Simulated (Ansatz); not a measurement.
Two isomers of C3H7NSi: A = `C[SiH](C)C#N`, B = `C=C1[SiH2]N1C`.

Computed with Ansatz on PBE0-D4/def2-TZVP structures; ΔE is electronic, products minus reactants. CCSD(T)/CBS adds triple-zeta CCSD(T) − MP2 to the extrapolated MP2 energy (def2 sets, frozen cores). Functionals use def2-TZVPP. B3LYP here is the variant with VWN-RPA as its local correlation; programs differ in this.

(1) Which is lower in electronic energy at CCSD(T)/CBS, and by how much? (Estimate.)

(2) Give E(B) − E(A) in kJ/mol with CCSD(T)/def2-TZVPP, PBE-D4, ωB97M-V, B3LYP, r2SCAN-D4, BLYP-D4, MP2/def2-TZVPP. (An estimate is asked.)

(3) Does the order hold for the free energy at 298.15 K (harmonic terms from PBE0-D4)? (An estimate is asked.)

Largest T1 diagnostic: 0.013.

## Answers

(1) Ansatz gave: A, by 251.6 kJ/mol.

(2) Ansatz gave: CCSD(T)/def2-TZVPP 258.7, PBE-D4 209.2, ωB97M-V 244.6, B3LYP 236.0, r2SCAN-D4 226.9, BLYP-D4 229.9, MP2/def2-TZVPP 260.1. None reverses the order clearly.

(3) Ansatz gave: Yes: G(B) − G(A) = +255.3 kJ/mol. Modes under 60 cm⁻¹, often nearly free rotors, make the harmonic entropy too high.

The D4 term adds −3.3 kJ/mol with B3LYP and −1.6 kJ/mol with PBE0; it sums over pairs of atoms, weighted by their polarisabilities, and B3LYP, whose exchange is more repulsive, gets the larger term. Leaving LDA and LC-ωPBE aside and taking each functional with its dispersion term where it has one, the values, not all of them listed here, spread over 40.4 kJ/mol, from PBE-D4 to B2PLYP. LDA lies −43.1 kJ/mol from PBE without D4.
